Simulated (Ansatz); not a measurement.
`C[O][Hf]([NH2])([NH2])[NH2]`: the same geometry under several functionals.

```yaml
crystal:
  periodic: [false, false, false]
  atoms:
    - {symbol: C, position_ang: [-0.641709, -1.897461, 1.885434]}
    - {symbol: O, position_ang: [-0.321661, -0.940969, 0.937168]}
    - {symbol: Hf, position_ang: [0.130309, 0.388710, -0.385395]}
    - {symbol: N, position_ang: [0.946708, -0.459769, -2.061227]}
    - {symbol: N, position_ang: [1.492737, 1.737317, 0.335480]}
    - {symbol: N, position_ang: [-1.517464, 1.448351, -0.982907]}
    - {symbol: H, position_ang: [-0.098874, -2.831331, 1.697589]}
    - {symbol: H, position_ang: [-1.715106, -2.120187, 1.869275]}
    - {symbol: H, position_ang: [-0.382425, -1.551298, 2.892847]}
    - {symbol: H, position_ang: [1.779952, -0.127293, -2.524825]}
    - {symbol: H, position_ang: [0.661240, -1.326289, -2.494991]}
    - {symbol: H, position_ang: [2.278424, 1.532981, 0.936724]}
    - {symbol: H, position_ang: [1.417619, 2.739226, 0.233992]}
    - {symbol: H, position_ang: [-1.750377, 1.652451, -1.944098]}
    - {symbol: H, position_ang: [-2.279375, 1.755551, -0.395055]}
basis:
  gaussian: {orbitals: def2-TZVPP}
hamiltonian: {xc: {name: BLYP}, dispersion: d4}
output: {orbitals: {seedname: orbitals}}
```

```sh
$ ansatz run in.yaml --threads 4 --pin off --events-out ev --progress --plain --max-ram 11315MiB
```

Shortened log:

```
Functional definition: BLYP
1685 factors; their error is unknown
mean field evaluation 1: about -8970.0227 eV, gradient 1.5e2 eV
mean field evaluation 2: about -8752.3324 eV, gradient 3.2e2 eV
mean field evaluation 4: about -9009.0611 eV, gradient 4.7e1 eV
mean field evaluation 8: about -9013.0658 eV, gradient 4.8e-1 eV
mean field evaluation 16: about -9013.0444 eV, gradient 1.4e-3 eV
mean field -9013.04435744 eV, -331.2232708751 hartree, gradient 5.2e-5 eV, S^2 0.000000; 0 other end points of the search recorded, 0 dependent functions left out
reference -9013.04481274 eV, -331.2232876069 hartree; 28, 28 occupied and 309, 309 virtual orbitals, 1685 factors
Total energy: -9013.61095261 eV, -331.2440928635 hartree
```

Run time 3.2 s (4 threads of an Arm Neoverse V2 on a shared host); peak host memory 0.5 GiB.

With the line `hamiltonian: {xc: pbe, dispersion: d4}` and forces (abridged; 3.8 s):

```
Functional definition: PBE
mean field evaluation 16: about -9007.3208 eV, gradient 3.5e-4 eV
mean field -9007.32075561 eV, -331.0129323872 hartree, gradient 3.8e-5 eV, S^2 0.000000
Total energy: -9007.59516837 eV, -331.0230168704 hartree
Atom 0 force    -0.045054    -0.133790     0.130472 eV/Å
Atom 1 force     0.051786     0.156704    -0.155200 eV/Å
Atom 2 force     0.008113     0.024624    -0.026391 eV/Å
Atom 3 force    -0.121857     0.135729     0.165237 eV/Å
Atom 4 force    -0.134942    -0.155468    -0.133004 eV/Å
Atom 5 force     0.224751    -0.078367     0.067294 eV/Å
Atom 6 force     0.109584    -0.216582    -0.022908 eV/Å
Atom 7 force    -0.234918    -0.064280     0.014108 eV/Å
Atom 8 force     0.050259     0.056514     0.233610 eV/Å
Atom 9 force     0.287881     0.093376    -0.175294 eV/Å
Atom 10 force    -0.082546    -0.304801    -0.161120 eV/Å
Atom 11 force     0.275525    -0.052458     0.215546 eV/Å
Atom 12 force    -0.005621     0.349447    -0.018821 eV/Å
Atom 13 force    -0.104061     0.079641    -0.323983 eV/Å
Atom 14 force    -0.278900     0.109712     0.190455 eV/Å
Dipole moment:    -0.019411    -0.059392     0.058850 e Å
```

The same input with `hamiltonian: {xc: {name: B97M-V}}` (abridged; 16 s):

```
Functional definition: B97M-V
mean field evaluation 16: about -9014.8046 eV, gradient 6.3e-4 eV
mean field -9014.80455631 eV, -331.2879569905 hartree, gradient 4.7e-5 eV, S^2 0.000000
Total energy: -9014.80463321 eV, -331.2879598164 hartree
```

The same input with `hamiltonian: {xc: {name: r2SCANh}, dispersion: d4}` (abridged; 8 s):

```
Functional definition: r2SCANh
mean field evaluation 16: about -9011.5153 eV, gradient 5.9e-4 eV
mean field -9011.51531543 eV, -331.1670796177 hartree, gradient 6.1e-5 eV, S^2 0.000000
Total energy: -9011.59681690 eV, -331.1700747412 hartree
```

The same input with `hamiltonian: {xc: pbe0, dispersion: d4}` (abridged; 4.9 s):

```
Functional definition: PBE0
mean field evaluation 16: about -9006.7825 eV, gradient 5.0e-4 eV
mean field -9006.78245815 eV, -330.9931503206 hartree, gradient 5.7e-5 eV, S^2 0.000000
Total energy: -9007.02058697 eV, -331.0019013932 hartree
```

The same input with `hamiltonian: {xc: {name: revPBE}, dispersion: d4}` (abridged; 3.2 s):

```
Functional definition: revPBE
mean field evaluation 16: about -9014.8765 eV, gradient 1.9e-4 eV
mean field -9014.87645170 eV, -331.2905990973 hartree, gradient 5.7e-5 eV, S^2 0.000000
Total energy: -9015.60144573 eV, -331.3172421363 hartree
```
